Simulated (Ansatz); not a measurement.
Mg4H6. The state is a singlet with charge 0. Geometry r2SCAN-D4/def2-SVP, basis def2-TZVP, Ansatz.

| atom | x (Å) | y (Å) | z (Å) |
| --- | --- | --- | --- |
| Mg1 | 1.374 | 0.343 | 0.287 |
| Mg2 | -0.155 | 1.274 | 2.693 |
| Mg3 | -1.186 | -0.751 | 1.069 |
| Mg4 | -0.526 | -0.357 | -1.798 |
| H5 | -1.157 | 0.011 | -3.346 |
| H6 | 1.528 | 1.545 | 1.677 |
| H7 | -0.502 | 0.770 | -0.033 |
| H8 | 0.668 | -0.976 | 1.395 |
| H9 | 1.406 | -0.310 | -1.412 |
| H10 | -1.451 | -1.549 | -0.533 |

| run | HOMO (eV) | LUMO (eV) |
| --- | --- | --- |
| A | -5.26 | -2.21 |
| B | -4.62 | -2.81 |
| C | -4.65 | -2.61 |
| D | -4.90 | -2.41 |
| E | -7.16 | -0.55 |
| F | -4.73 | -2.97 |

LC-ωPBE has ω = 0.4 bohr⁻¹. The structure comes from a short search, and lower isomers may exist.

Task: The runs used LC-ωPBE, LDA (SPW92), PBE, PBE0, r2SCAN, r2SCANh. Estimate which is which.

Result: A PBE0 (25 % exact exchange); B PBE (0 % exact exchange); C r2SCAN (0 % exact exchange); D r2SCANh (10 % exact exchange); E LC-ωPBE (range-separated); F LDA (SPW92) (0 % exact exchange). Exact exchange lowers occupied and raises empty levels; among semilocal functionals meta-GGAs tend to open the gap a little, and such runs are hard to tell apart. The gap grows from 1.76 eV (LDA (SPW92)) to 6.61 eV (LC-ωPBE). The restricted singlet is unstable towards broken spin symmetry in Hartree–Fock (as tested in another run); at PBE0-D4/def2-TZVP, PBE-D4/def2-TZVP, r2SCAN-D4/def2-TZVP, r2SCANh-D4/def2-TZVP and others this wasn't settled.
